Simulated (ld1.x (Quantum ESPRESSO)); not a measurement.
Varying the TM potential for tin

Base potential:

* Element: tin (Sn)
* Generator: ld1.x (Quantum ESPRESSO) 7.5
* Type: norm-conserving Troullier–Martins (Kleinman–Bylander form)
* Functional: LDA (PZ)
* Relativity: scalar-relativistic
* Frozen core: [Kr] 4d10
* Valence charge: 4
* Reference configuration: 5s2 5p2
* Partial waves: 5s (bound): rc 1.95 bohr; 5p (bound): rc 2.10 bohr
* Local potential: all-electron potential smoothed inside 1.90 bohr (lloc = -2)
* Core correction: Bessel-smoothed model core inside 1.35 bohr

Cutoffs, loose and tight: the cutoffs (Ry, on a coarse ladder) from which the occupation-weighted sum of valence levels, in a spherical-Bessel basis at the reference potential, stays within 10 and 1 mRy of its value at 400 Ry. They do not see the model core or the augmentation charge, which bear on the density cutoff. Test errors are all-electron minus pseudo excitation energies from the reference, over the configurations 5s2 5p1; 5s2 5p0; 5s1 5p0; 5s1 5p2; 5s2 5p2.3; 5s0 5p4; 5s1 5p3 (two spin-polarised tests are not counted in the largest error). A dash means not determined; rows that change the core or the reference have their own tests.

| change | outcome | cutoff, loose | cutoff, tight | bound ghosts | largest test error (meV) |
| --- | --- | --- | --- | --- | --- |
| base | generated | 21 Ry | 30 Ry | none | -320 |
| core correction Bessel-smoothed model core inside 0.86 bohr | generated | 21 Ry | 30 Ry | none | -320 |
| core correction Bessel-smoothed model core inside 1.16 bohr | generated | 21 Ry | 30 Ry | none | -320 |
| core correction Bessel-smoothed model core inside 1.36 bohr | generated | 21 Ry | 30 Ry | none | -320 |
| core correction Bessel-smoothed model core inside 1.54 bohr | generated | 21 Ry | 30 Ry | none | -320 |
| core correction Bessel-smoothed model core inside 1.86 bohr | generated | 21 Ry | 30 Ry | none | -318 |
| core correction Bessel-smoothed model core inside 2.06 bohr | generated | 21 Ry | 30 Ry | none | -312 |
| core correction Bessel-smoothed model core inside 2.30 bohr | generated | 21 Ry | 30 Ry | none | -294 |

**Question.** What comes out with this change to the base: core correction none?

**Answer.** outcome: generated; cutoff, loose: 21 Ry; cutoff, tight: 30 Ry; bound ghosts: none; largest test error (meV): +313.
